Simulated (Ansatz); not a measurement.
Species: IrO2, charge 0, multiplicity 2. The spin state was set by rule; other spins were not relaxed. 
Coordinates optimised at B3LYP-D3(BJ)/def2-TZVP (Ansatz, a program for electronic structure):
```xyz
3

Ir    -0.0001     0.0028     0.0188
O      1.6948    -0.0173    -0.0851
O     -1.6943    -0.0097    -0.0956
```
Charge 0, spin multiplicity 2.

Total electronic energies in hartree. Cores are frozen in the correlated levels unless marked. Open shells are spin-unrestricted. Spin-orbit coupling is left out. Frozen are the shells of the preceding noble gas and the d and f shells that filled before the atom's block. In def2 rows, elements after Kr have scalar-relativistic effective core potentials. 

The UHF reference is spin-contaminated (<S^2> 0.11 over the pure value in the largest basis). The Hartree-Fock reference is unstable (checked in the largest basis), which strains HF and MP2. 

```csv
level,program,energy (Eh)
HF/def2-QZVPP,Ansatz,?
BLYP/def2-TZVPD,Ansatz,?
PBE0-D3(BJ)/def2-TZVPD,Ansatz + dftd3,?
BHLYP-D4/def2-TZVPD,Ansatz + dftd4,-254.55082
r2SCANh-D4/def2-TZVPD,Ansatz + dftd4,-254.74932
HSE06-D3(BJ)/def2-TZVPD,Ansatz + dftd3,-254.63094
LC-wPBE-D4/def2-TZVPD,Ansatz + dftd4,-254.72024
B2PLYP-D4/def2-TZVPD,Ansatz + dftd4,-254.51896
```

Task: Some entries are withheld; supply them.

Result: 
- HF/def2-QZVPP, energy (Eh): -253.16310
- BLYP/def2-TZVPD, energy (Eh): -254.82409
- PBE0-D3(BJ)/def2-TZVPD, energy (Eh): -254.63706
